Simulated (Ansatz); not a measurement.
Ansatz (a quantum-chemistry and plane-wave program) input:

Ansatz 0.2 input:
```yaml
crystal:
  periodic: [false, false, false]
  atoms:
    - {symbol: C, position_ang: [-2.37177153, 0.70374997, 0.37420697]}
    - {symbol: C, position_ang: [-1.05047023, 0.23159266, -0.18144210]}
    - {symbol: C, position_ang: [0.00601255, 0.36556826, 0.87957626]}
    - {symbol: C, position_ang: [1.39775716, -0.08708499, 0.47801146]}
    - {symbol: Cl, position_ang: [2.29475060, 1.13253538, -0.55757043]}
    - {symbol: Cl, position_ang: [-1.29136492, -1.71191428, -0.32845103]}
    - {symbol: H, position_ang: [-2.31384549, 1.79385270, 0.49925457]}
    - {symbol: H, position_ang: [-3.19842696, 0.49933931, -0.31058337]}
    - {symbol: H, position_ang: [-2.65304628, 0.27639594, 1.36604441]}
    - {symbol: H, position_ang: [-0.22651608, -0.19649516, 1.81854892]}
    - {symbol: H, position_ang: [0.04915591, 1.42332610, 1.16860983]}
    - {symbol: H, position_ang: [1.34656324, -0.99258803, -0.11946158]}
    - {symbol: H, position_ang: [2.04939141, -0.23734527, 1.33783667]}
basis:
  gaussian:
    orbitals: def2-TZVPD
hamiltonian:
  xc: {name: r2SCANh}
total_charge: -1
output: {forces: true}
```

Task: Predict the final energy.

Result: -1076.93805 Eh (r2SCANh/def2-TZVPD). The basis has 303 functions.

It need not be the lowest isomer of its formula. Whether it binds its extra electron was not tested at this geometry.
